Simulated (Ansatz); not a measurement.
```yaml
crystal:
  periodic: [false, false, false]
  atoms:
    - {symbol: O, position_ang: [-0.118831, 1.589425, -0.496439]}
    - {symbol: Sn, position_ang: [-0.060091, -0.075843, 0.514788]}
    - {symbol: O, position_ang: [1.535363, -1.032450, -0.043889]}
    - {symbol: Br, position_ang: [-2.078653, -1.325898, -0.179678]}
    - {symbol: H, position_ang: [-0.913554, 1.664762, -1.031801]}
    - {symbol: H, position_ang: [0.032575, 0.142398, 2.187648]}
    - {symbol: H, position_ang: [1.664389, -1.030395, -0.996228]}
basis:
  gaussian: {orbitals: def2-TZVPP}
hamiltonian: {xc: {name: LC-wPBE}}
accuracy: high
output: {forces: true}
```

```sh
$ ansatz run in.yaml --threads 2 --pin off --events-out ev --progress --plain --max-ram 22528MiB --backend cpu
```

It prints (some lines left out):

```
Functional definition: LC-wPBE
  name "LC-wPBE"
  cite "Vydrov & Scuseria, J. Chem. Phys. 125, 234109 (2006) doi:10.1063/1.2409292"
  cite "Heyd & Scuseria, J. Chem. Phys. 120, 7274 (2004) doi:10.1063/1.1668634"
  cite "Ernzerhof & Perdew, J. Chem. Phys. 109, 3313 (1998) doi:10.1063/1.476928"
  cite "Perdew, Burke & Ernzerhof, Phys. Rev. Lett. 77, 3865 (1996) doi:10.1103/PhysRevLett.77.3865"
  parent pbe
  parameter omega = 0.4/bohr
  exchange = pbe_x_sr(omega) + exact_x_lr(omega)
  correlation = pbe_c
3469 factors; integrals over basis functions are off by at most 4.3e-8 eV
700 factors; integrals over basis functions are off by at most 2.0e-9 eV
mean field evaluation 1: about -80005.2812 eV, gradient 7.3e1 eV
mean field evaluation 2: about -80000.2954 eV, gradient 9.3e1 eV
mean field evaluation 4: about -80013.9302 eV, gradient 1.2e0 eV
mean field evaluation 8: about -80013.9409 eV, gradient 8.5e-2 eV
mean field evaluation 16: about -80013.9409 eV, gradient 4.5e-5 eV
mean field -80013.94088368 eV, -2940.4580920783 hartree, gradient 4.6e-8 eV, S^2 0.000000; 0 other end points of the search recorded, 0 dependent functions left out
the calculation of the forces begins
reference -80013.94088368 eV, -2940.4580920783 hartree; 38, 38 occupied and 164, 164 virtual orbitals, 3469 factors
Total energy: -80013.94088368 eV, -2940.4580920783 hartree
Atom 0 at    -0.118831     1.589425    -0.496439 Å, force    -0.137546    -0.283749     0.088009 eV/Å
Atom 1 at    -0.060091    -0.075843     0.514788 Å, force     0.020795    -0.029597    -0.040599 eV/Å
Atom 2 at     1.535363    -1.032450    -0.043889 Å, force    -0.267480     0.157560    -0.076933 eV/Å
Atom 3 at    -2.078653    -1.325898    -0.179678 Å, force     0.289080     0.182537     0.094378 eV/Å
Atom 4 at    -0.913554     1.664762    -1.031801 Å, force     0.107872     0.030816     0.041986 eV/Å
Atom 5 at     0.032575     0.142398     2.187648 Å, force    -0.036859    -0.029491    -0.221411 eV/Å
Atom 6 at     1.664389    -1.030395    -0.996228 Å, force     0.024137    -0.028076     0.114570 eV/Å
Dipole moment:    -0.110979     0.114044    -0.017741 e Å
```

It took 16 s on 2 threads of an AMD EPYC 7R13 on a shared host, with 1.2 GiB of host memory at the peak.
